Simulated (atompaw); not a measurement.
# Fe (Z = 26): one change to a PAW (atompaw) potential, before and after

atompaw 4.2.0.5 input, output lines left out:

```
Fe 26
GGA-PBE scalarrelativistic loggrid 1500 logderivrange -10 5 376
4 4 3 0 0 0
4 0 1
4 1 0
3 2 6
0 0 0
c
c
v
v
c
v
v
v
2
1.90 1.50 1.60 1.15
n
n
y
0.8
n
bloechl sinc
3 -0.5 vpsmatchnc
```

All-electron outer shells of the reference configuration (PBE, scalar-relativistic, ld1.x):

```
shell  level (eV)  outermost node (bohr)  outermost maximum (bohr)
   2p     -706.87                      –                      0.18
   3s     -102.54                   0.33                      0.70
   3p      -68.58                   0.30                      0.72
   3d      -15.96                      –                      0.71
   4s      -12.33                   1.00                      2.29
   4p       -7.34                   1.09                      2.83
```

Change: local potential troulliermartins scheme with l = 3 at -0.5 Ry, radius 1.60 bohr.

Cutoffs: the cutoffs (Ry, on a coarse ladder) from which the occupation-weighted sum of valence levels, in a spherical-Bessel basis at the reference potential, stays within 10 and 1 mRy of its value at 400 Ry; they do not see the model core or the augmentation charge, which bear on the density cutoff.

**Question.** What does the change do?

**Answer.** The potential gets softer (110 Ry and 140 Ry → 70 Ry and 90 Ry); neither file shows a bound ghost.

```csv
quantity,base,changed
"cutoff, loose",110 Ry,70 Ry
"cutoff, tight",140 Ry,90 Ry
loose cutoff by channel (10 mRy a level),"s 80 Ry, p 80 Ry, d 70 Ry","s 35 Ry, p 45 Ry, d 50 Ry"
bound ghosts,none,none
s: phases at 1.92 bohr within 0.05 rad from the reference energy up to (Ry; the scan ends near 5),4.0,to the end of the scan
p: phases at 1.92 bohr within 0.05 rad from the reference energy up to (Ry; the scan ends near 5),to the end of the scan,to the end of the scan
d: phases at 1.92 bohr within 0.05 rad from the reference energy up to (Ry; the scan ends near 5),to the end of the scan,to the end of the scan
lowest overlap eigenvalue by channel,"s 0.29, p 0.86, d 1.00","s 0.64, p 0.95, d 1.00"
```

 The cutoffs see the waves, projectors and local potential, not the compensation charge or the core.
